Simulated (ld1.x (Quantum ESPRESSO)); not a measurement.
Br (Z = 35): variants of one TM potential

Base potential:

ld1.x (Quantum ESPRESSO) 7.5 input, shortened:

```
&input
   title='Br', zed=35., rel=1, dft='PBE', iswitch=3,
   config='[Ar] 3d10 4s2 4p5'
 /
 &inputp
   pseudotype=2, tm=.true., lloc=0,
   nlcc=.false.
 /
3
3P  2  1   6.00   0.00  0.70  0.70  0.0
3D  3  2  10.00   0.00  0.80  0.80  0.0
3S  1  0   2.00   0.00  0.55  0.55  0.0
 &test
   configts(1)='3s2 3p6 3d10 4s2 4p5'
 /
```

Occupied shells without a wave of their own: 4p, 4s. They enter only through the test configuration that unscreens the potential.

Cutoffs, loose and tight: the cutoffs (Ry, on a coarse ladder) from which the occupation-weighted sum of valence levels, in a spherical-Bessel basis at the reference potential, stays within 10 and 1 mRy of its value at 400 Ry. They do not see the model core or the augmentation charge, which bear on the density cutoff. Test errors are all-electron minus pseudo excitation energies from the reference, over the configurations 3s2 3p6 3d10 4s2 4p4; 3s2 3p6 3d10 4s2 4p3; 3s2 3p6 3d10 4s2 4p2; 3s2 3p6 3d9 4s2 4p6; 3s1 3p6 3d10 4s2 4p5; 3s2 3p5 3d10 4s2 4p5; 3s2 3p6 3d9 4s2 4p5. A dash means not determined; rows that change the core or the reference have their own tests.

Cutoffs are not given where the Bessel-basis levels miss the radial ones by over 6 mRy, ghosts where they miss by over 20 mRy; a channel whose overlap is not positive is not tested.

```tsv
change	outcome	bound ghosts	largest test error (meV)
base	generated, misses its reference levels by 0.23 eV	none	-334
wave 3p (bound): rc 0.70 bohr becomes 3p (bound): rc 0.48 bohr	generated, misses its reference levels by 0.23 eV	none	-242
wave 3p (bound): rc 0.70 bohr becomes 3p (bound): rc 0.54 bohr	generated, misses its reference levels by 0.23 eV	none	-228
wave 3p (bound): rc 0.70 bohr becomes 3p (bound): rc 0.60 bohr	generated, misses its reference levels by 0.23 eV	none	-246
wave 3p (bound): rc 0.70 bohr becomes 3p (bound): rc 0.68 bohr	generated, misses its reference levels by 0.23 eV	none	-314
wave 3p (bound): rc 0.70 bohr becomes 3p (bound): rc 0.76 bohr	generated, misses its reference levels by 0.23 eV	none	-398
wave 3p (bound): rc 0.70 bohr becomes 3p (bound): rc 0.80 bohr	generated, misses its reference levels by 0.23 eV	none	-439
wave 3p (bound): rc 0.70 bohr becomes 3p (bound): rc 0.90 bohr	generated, misses its reference levels by 0.23 eV	none	-464
wave 3p (bound): rc 0.70 bohr becomes 3p (bound): rc 0.96 bohr	generated, misses its reference levels by 0.23 eV	none	-357
wave 3p (bound): rc 0.70 bohr becomes 3p (bound): rc 1.04 bohr	generated, misses its reference levels by 0.23 eV	none	-101
```

Reading the sweep of the p radius (base included, trends over the rows without a ghost): The median size of the test errors (rows with all tests solved) is not monotonic: lowest 51.0 meV at 1.04 bohr, highest 105.9 meV at 0.9 bohr.
